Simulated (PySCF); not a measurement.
Atom-mapped SMILES (the numbers label the heavy atoms): `[O:1]=[CH:2][CH2:3][B:4]([Cl:5])[Cl:6]`. Hydrogens are named by the atom that carries them.

Geometry: PBE0-D3(BJ)/def2-SVP; GIAO absolute shieldings from PySCF 2.14, gas phase, non-relativistic, averaged over equivalent atoms.

At PBE0/pcSseg-0 (68 basis functions, 5.3 s wall time on 1 thread of an Arm Neoverse V2, shared host):
```json
{"atoms": "O1", "σ (ppm)": "-469.5"}
{"atoms": "C2", "σ (ppm)": "-15.6"}
{"atoms": "C3", "σ (ppm)": "137.8"}
{"atoms": "B4", "σ (ppm)": "32.6"}
{"atoms": "Cl5/Cl6", "σ (ppm)": "665.1"}
{"atoms": "H(C2)", "σ (ppm)": "22.32"}
{"atoms": "H(C3)", "σ (ppm)": "29.83"}
```

**Question.** Estimate the result of repeating the calculation with B97-2/pcSseg-2.

**Answer.** 
| atoms | σ at B97-2/pcSseg-2 | change |
| --- | --- | --- |
| O1 | -343.5 | +126.0 |
| C2 | -16.4 | -0.8 |
| C3 | 130.9 | -6.9 |
| B4 | 39.1 | +6.5 |
| Cl5/Cl6 | 666.4 | +1.3 |
| H(C2) | 21.25 | -1.07 |
| H(C3) | 28.42 | -1.41 |

The largest change is at O1 (aldehyde oxygen). Cost: 272 basis functions, 63 s wall time on 1 thread of an Arm Neoverse N1, shared host.

A carbon bonded to boron is broadened by the quadrupolar boron nucleus and is often missing from a measured spectrum.
